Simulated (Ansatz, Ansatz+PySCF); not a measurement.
```xyz
2

H     0.0000    0.0000   -1.3826
Br    0.0000    0.0000    0.0395
```

RHF on singlet HBr was run in several spherical basis sets with Ansatz (development build ahead of 0.2.0).

**Question.** Rank the basis sets by the total energy that they give, lowest first, with the distance from the lowest.
A. 6-31G(d)
B. cc-pVTZ
C. def2-SVP

**Answer.** B (0.00 eV), C (9.89 eV), A (10.01 eV).

Totals follow the description of the cores as much as that of the bonds, so this order isn't one of quality for chemistry.
